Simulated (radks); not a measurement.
Values are calculated unless marked as measured or tabulated.
All-electron atom: Os40+ in [Kr] (the NIST ground configuration).

Level of theory: Dirac Kohn-Sham, exchange-only PBE, spin-unpolarised, spherical densities, finite nucleus; Fermi nuclear charge, rms radius 5.4126 fm (a radial shooting solver on a logarithmic mesh with Libxc functionals).

Energy parts (eV):
total: -442972.94
kinetic: 506407.40
electron-nucleus: -1039315.87
Hartree: 97187.30
exchange: -7251.78

Orbitals (lengths in bohr, moments of r in powers of bohr; r(max) is where P^2 peaks; r(90%) holds 90 % of the orbital's charge):
orbital	occ.	eigenvalue (eV)	r(max)	r(90%)	<r>	<1/r>
1s1/2	2	-75564.07	0.01103	0.0323	0.01774	90.41
2s1/2	2	-14662.66	0.06359	0.116	0.07421	22.11
2p1/2	2	-14121.46	0.04710	0.102	0.06126	22.07
2p3/2	4	-12588.96	0.05414	0.113	0.06943	18.33
3s1/2	2	-4751.560	0.1780	0.280	0.1911	8.224
3p1/2	2	-4513.765	0.1663	0.272	0.1811	8.138
3p3/2	4	-4169.596	0.1804	0.291	0.1954	7.172
3d3/2	4	-3778.435	0.1406	0.264	0.1701	7.057
3d5/2	6	-3703.175	0.1445	0.269	0.1745	6.832
4s1/2	2	-2181.225	0.3815	0.549	0.3880	3.903
4p1/2	2	-2078.836	0.3770	0.550	0.3845	3.832
4p3/2	4	-1969.986	0.3995	0.579	0.4058	3.508
4d3/2	0	-1806.252	0.3826	0.574	0.3939	3.391
4d5/2	0	-1782.790	0.3889	0.581	0.3999	3.317
5s1/2	0	-1248.263	0.6850	0.921	0.6646	2.246

The highest occupied level is 4p3/2 at -1970.0 eV. Summed over all electrons, <r^2> = 2.151 bohr^2, which gives a Langevin (diamagnetic) susceptibility term of -1.7 x 10^-6 cm^3/mol.
